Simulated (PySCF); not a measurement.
Ionisation energy of Se¹⁸⁺ by level of theory

Se¹⁸⁺ [Ne] 3s2 3p4 (3P) → Se¹⁹⁺ [Ne] 3s2 3p3 (4S), as a difference of total energies. Computed with PySCF 2.14 in an uncontracted even-tempered set (17 s from 1.4 bohr⁻², ratio 2.5; 11 p from 1.8 bohr⁻², ratio 2.5; 5 d from 10 bohr⁻², ratio 2.7; 4 f from 16 bohr⁻², ratio 2.7), with the non-relativistic Hamiltonian (point nucleus). Correlated levels: outer shells: 1s2 frozen; virtual orbitals above 40 to 60 times the deepest correlated orbital energy dropped. The calculations carry no spin-orbit coupling.

```json
{"method": "UHF", "ionisation energy (eV)": "733.66"}
{"method": "LDA", "ionisation energy (eV)": "736.02"}
{"method": "PBE", "ionisation energy (eV)": "736.10"}
{"method": "PBE0", "ionisation energy (eV)": "735.95"}
{"method": "r2SCAN", "ionisation energy (eV)": "735.76"}
{"method": "PBEsol", "ionisation energy (eV)": "735.73"}
{"method": "M06-2X", "ionisation energy (eV)": "736.07"}
{"method": "MP2 (outer shells)", "ionisation energy (eV)": "734.64"}
{"method": "SCS-MP2 (outer shells)", "ionisation energy (eV)": "734.66"}
```

Task: How much does correlation contribute at MP2 (outer shells)?

Result: 734.64 − (733.66) = 0.98 eV, measured against UHF.

Spin-orbit coupling is strong in these open shells (close to jj coupling). The scalar numbers leave it out and a first-order estimate fails, so it can dominate the gap to the real levels.

The gap to the reference is mostly relativistic.

For comparison: 739.8 ± 1.1 eV (semi-empirical (NIST evaluation); NIST Atomic Spectra Database, ionization energies).
